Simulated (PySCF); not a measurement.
Isomers of C5H11ClO3Si, one GFN2-xTB conformer each. Single-point energies are computed at PBE0/pcSseg-1 (PySCF, gas phase, no added dispersion term), electronic only.

Question: Rank them by PBE0/pcSseg-1 energy, lowest first (kJ/mol).
A. `[CH3:1][CH2:2][O:3][C@@H:4]1[CH2:5][O:6][CH2:7][Si@@H:8]([Cl:9])[O:10]1` with C1–C2–O3–C4 81°, C2–O3–C4–C5 -171°, O3–C4–C5–O6 -162°, C4–C5–O6–C7 79°, C5–O6–C7–Si8 -51°, O6–C7–Si8–Cl9 -113°
B. `[CH3:1][O:2][C@@H:3]([CH3:4])[Si@H:5]([Cl:6])[O:7][C:8]([CH3:9])=[O:10]` with C1–O2–C3–C4 74°, O2–C3–Si5–Cl6 79°, C3–Si5–O7–C8 -55°, Si5–O7–C8–C9 164°
C. `[CH3:1][CH2:2][C@H:3]([O:4][C:5](=[O:6])[O:7][CH3:8])[SiH2:9][Cl:10]` with C1–C2–C3–O4 -65°, C2–C3–O4–C5 155°, C3–O4–C5–O6 2°, O4–C5–O7–C8 180°, C2–C3–Si9–Cl10 57°
D. `[CH3:1][O:2][C:3](=[O:4])[Si@@H:5]([Cl:6])[C@@H:7]([CH3:8])[O:9][CH3:10]` with C1–O2–C3–O4 1°, O2–C3–Si5–Cl6 62°, C3–Si5–C7–C8 52°, Si5–C7–O9–C10 164°

Answer: B (0.0), C (79.3), A (80.4), D (146.5).

As drawn, the lowest has an Si–O bond, which the highest lacks. Neighbours under 10 kJ/mol apart (CC[C@H](OC(=O)OC)[SiH2]Cl and CCO[C@@H]1COC[Si@@H](Cl)O1) can change places with a better method, another conformer or zero-point energy. GFN2-xTB itself gives, in the same order: 0.0, 47.6, 6.9, 189.6. Both levels put the same isomer lowest; measured from each level's own lowest isomer, the values differ by up to 73.5 kJ/mol (CCO[C@@H]1COC[Si@@H](Cl)O1: 6.9 against 80.4).

Q: Which frontier levels, dipoles and rotational constants go with these structures?

A: 
```json
{"SMILES": "CO[C@@H](C)[Si@H](Cl)OC(C)=O", "HOMO (eV, PBE0/pcSseg-1)": "-7.56", "LUMO (eV)": "0.06", "dipole (D)": "1.65", "A, B, C (MHz)": "945.8, 856.7, 605.8"}
{"SMILES": "CC[C@H](OC(=O)OC)[SiH2]Cl", "HOMO (eV, PBE0/pcSseg-1)": "-8.04", "LUMO (eV)": "0.45", "dipole (D)": "1.37", "A, B, C (MHz)": "1152, 621.8, 485.7"}
{"SMILES": "CCO[C@@H]1COC[Si@@H](Cl)O1", "HOMO (eV, PBE0/pcSseg-1)": "-7.24", "LUMO (eV)": "0.35", "dipole (D)": "1.49", "A, B, C (MHz)": "1522, 608.0, 472.6"}
{"SMILES": "COC(=O)[Si@@H](Cl)[C@@H](C)OC", "HOMO (eV, PBE0/pcSseg-1)": "-7.49", "LUMO (eV)": "-0.79", "dipole (D)": "1.07", "A, B, C (MHz)": "1529, 573.7, 443.0"}
```
